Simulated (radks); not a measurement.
Results of a calculation; reference values are marked as such.
Task: Ionisation of Mg+, [Ne] 3s1, to Mg2+, [Ne], under several functionals. Scalar-relativistic Kohn-Sham, spin-unpolarised, spherical densities, finite nucleus; a radial shooting solver on a logarithmic mesh with Libxc functionals. The NIST Atomic Spectra Database gives 15.035 eV (measured). Rank these functionals by the error of their Delta-SCF ionisation energy: MS2 meta-GGA; exchange-only LDA; PBE; Wu-Cohen GGA; PW91; LDA (Slater exchange, Perdew-Wang correlation).

Result: From best to worst: LDA (Slater exchange, Perdew-Wang correlation) 15.043 eV (+0.008); PBE 15.025 eV (-0.010); PW91 15.070 eV (+0.034); Wu-Cohen GGA 14.783 eV (-0.253); MS2 meta-GGA 14.706 eV (-0.329); exchange-only LDA 14.103 eV (-0.932). Spin polarisation and multiplet splitting are left out, so open shells lie too high by an amount that depends on their filling.

Beside tabulated values, note that spin-unpolarised runs miss the spin-polarisation part of the exchange energy of open shells.
